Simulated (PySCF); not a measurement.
**A survey of 19F NMR shifts**

How the numbers were obtained: NMR shieldings at PBE0/pcSseg-1/GIAO, coordinates at the GFN2-xTB level, in PySCF (one computed conformer, non-relativistic, equivalent nuclei averaged, no solvent).

Shieldings were converted by a linear fit to measured shifts: 19F (scatter 6.0 ppm rms, 7.0 ppm with the 5 outliers that the fit left out vs CFCl3, solution or neat liquid, with a term for F on sp3 carbon). A few per cent of atoms miss by over 2 rms, more outside the fitted compound classes.

Question: Give the 19F shifts of `CC[P@@]1(=O)CC[C@@H]1C(F)(F)F`, `O=C(F)C(F)(F)F`, `C/C=C\[P@](=O)(CC)C(F)(F)F`, `Fc1ccns1`.

Answer: 
| compound | environment | δ (ppm) |
| --- | --- | --- |
| CC[P@@]1(=O)CC[C@@H]1C(F)(F)F | fluorine of a CF3 group (×3) | -65.2 |
| [O:1]=[C:2]([F:3])[C:4]([F:5])([F:6])[F:7] | F3: fluorine bonded to C | 15.3 |
| [O:1]=[C:2]([F:3])[C:4]([F:5])([F:6])[F:7] | F5/6/7: fluorine of a CF3 group (×3) | -71.7 |
| C/C=C\[P@](=O)(CC)C(F)(F)F | fluorine of a CF3 group (×3) | -73.9 |
| Fc1ccns1 | aryl fluorine | -116.7 |

Question: Match the shifts -57.6, -68.2, -114.7, -154.6 ppm to `O=[P@@H](CC(F)(F)F)C1CCC1`, `O=S(=O)(O)[C@H]1C=CC(F)=C1`, `C[SiH2]N[SiH2]n1cncc1F`, `C=CC[P@H](=O)CCC(F)(F)F`.

Answer: -57.6: O=[P@@H](CC(F)(F)F)C1CCC1 (fluorine of a CF3 group); -68.2: C=CC[P@H](=O)CCC(F)(F)F (fluorine of a CF3 group); -114.7: O=S(=O)(O)[C@H]1C=CC(F)=C1 (vinylic fluorine); -154.6: C[SiH2]N[SiH2]n1cncc1F (aryl fluorine).
